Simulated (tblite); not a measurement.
Species: C5H12FPSi.
Numbering: `[CH3:1][P:2]1[CH2:3][CH2:4][SiH:5]([F:6])[CH2:7][CH2:8]1` (hydrogens: H9, H10, H11 on C1; H12, H13 on C3; H14, H15 on C4; H16 on Si5; H17, H18 on C7; H19, H20 on C8)

Computed with GFN2-xTB (tblite), gas phase: L-BFGS steps from a force-field or distance-geometry start until the largest atomic force falls under 0.01 eV/Å.

Step 37: E = -703.6120 eV
```
atom  x, y, z in Å  |  force x, y, z in eV/Å
C1     -2.7107   -0.3573   -0.0958    0.022  -0.002   0.036
P2     -1.0691   -0.2201    0.7540   -0.027   0.052  -0.014
C3     -0.4942    1.3408   -0.0843   -0.002  -0.027  -0.014
C4      0.9077    1.7209    0.3880   -0.055   0.045  -0.010
Si5     2.1498    0.2819    0.3142   -0.014   0.061   0.010
F6      2.8207    0.1852    1.7869    0.016  -0.009   0.006
C7      1.3746   -1.4185   -0.0403    0.010  -0.028   0.006
C8     -0.1263   -1.4106   -0.3226   -0.036   0.028   0.000
H9     -3.1889   -1.2872    0.2074   -0.022   0.018  -0.010
H10    -3.3325    0.4769    0.2267   -0.026  -0.051   0.001
H11    -2.6143   -0.3375   -1.1810    0.030   0.010   0.016
H12    -0.5032    1.1890   -1.1702   -0.015   0.016   0.040
H13    -1.2149    2.1334    0.1502    0.091  -0.034  -0.001
H14     1.2621    2.5666   -0.2049    0.028  -0.003   0.000
H15     0.8518    2.0750    1.4199   -0.009  -0.055  -0.001
H16     3.2871    0.5657   -0.5554   -0.007   0.000  -0.046
H17     1.8742   -1.8828   -0.8919    0.053  -0.034  -0.001
H18     1.5773   -2.0630    0.8155   -0.019   0.024   0.075
H19    -0.3083   -1.1419   -1.3672   -0.024  -0.003  -0.049
H20    -0.5482   -2.4058   -0.1524    0.008  -0.008  -0.046
```

Step 38: E = -703.6134 eV
```
atom  x, y, z in Å  |  force x, y, z in eV/Å
C1     -2.7091   -0.3590   -0.0986    0.004   0.000   0.040
P2     -1.0717   -0.2205    0.7555    0.012   0.039  -0.016
C3     -0.4957    1.3424   -0.0792   -0.030  -0.037  -0.017
C4      0.9085    1.7200    0.3861   -0.055   0.024  -0.013
Si5     2.1515    0.2828    0.3134   -0.002   0.019   0.002
F6      2.8233    0.1875    1.7864    0.011  -0.005  -0.012
C7      1.3739   -1.4180   -0.0374   -0.002  -0.045   0.002
C8     -0.1271   -1.4087   -0.3229   -0.020   0.013  -0.011
H9     -3.1881   -1.2886    0.2039   -0.014   0.001  -0.028
H10    -3.3355    0.4717    0.2230   -0.025  -0.026  -0.006
H11    -2.6048   -0.3370   -1.1830    0.005   0.002   0.018
H12    -0.5136    1.1982   -1.1658   -0.004  -0.001   0.035
H13    -1.2134    2.1349    0.1628    0.080  -0.023   0.008
H14     1.2600    2.5614   -0.2122    0.046   0.036  -0.010
H15     0.8572    2.0767    1.4164   -0.008  -0.040   0.021
H16     3.2881    0.5629   -0.5599   -0.021   0.000  -0.031
H17     1.8722   -1.8882   -0.8872    0.056  -0.018   0.013
H18     1.5720   -2.0617    0.8206   -0.014   0.040   0.067
H19    -0.3063   -1.1400   -1.3687   -0.023   0.004  -0.022
H20    -0.5467   -2.4061   -0.1563    0.002   0.015  -0.041
```

Question: Estimate the geometry and energy of step 39. (The exact step hangs on the optimiser's Hessian estimate; all steps are aligned on step 38, rigid shifts and turns removed.)

Answer: E = -703.6144 eV, largest force 0.074 eV/Å
```
atom  x, y, z in Å  |  force x, y, z in eV/Å
C1     -2.7078   -0.3607   -0.1012   -0.015   0.002   0.030
P2     -1.0740   -0.2203    0.7567    0.041   0.009  -0.010
C3     -0.4977    1.3435   -0.0742   -0.029  -0.025  -0.016
C4      0.9087    1.7197    0.3838   -0.026  -0.001  -0.011
Si5     2.1525    0.2835    0.3124    0.004  -0.022  -0.007
F6      2.8252    0.1896    1.7858    0.006   0.000  -0.029
C7      1.3737   -1.4187   -0.0346   -0.008  -0.036   0.001
C8     -0.1277   -1.4068   -0.3230    0.005  -0.004  -0.025
H9     -3.1880   -1.2901    0.1993   -0.003  -0.017  -0.035
H10    -3.3389    0.4662    0.2191   -0.024   0.002  -0.007
H11    -2.5978   -0.3368   -1.1852   -0.008  -0.002   0.021
H12    -0.5242    1.2071   -1.1609    0.004  -0.018   0.013
H13    -1.2105    2.1366    0.1761    0.048  -0.003   0.016
H14     1.2597    2.5574   -0.2194    0.042   0.052  -0.008
H15     0.8631    2.0783    1.4133   -0.012  -0.024   0.029
H16     3.2881    0.5597   -0.5650   -0.032   0.002  -0.016
H17     1.8725   -1.8933   -0.8825    0.047  -0.006   0.032
H18     1.5683   -2.0602    0.8266   -0.016   0.051   0.051
H19    -0.3043   -1.1382   -1.3701   -0.019   0.012   0.003
H20    -0.5459   -2.4057   -0.1601   -0.006   0.028  -0.032
```

The energy changes by -0.0011 eV. The first-order estimate −F·Δx gives -0.0015 eV and the mean of the old and new forces, exact on a quadratic surface, -0.0011 eV. The step makes an angle of 76° with the force vector and moves no atom by more than 0.015 Å.

The cost below is that of the whole relaxation. On Arm Neoverse V1, one thread, no GPU, on a shared host, this took 1.1 s.
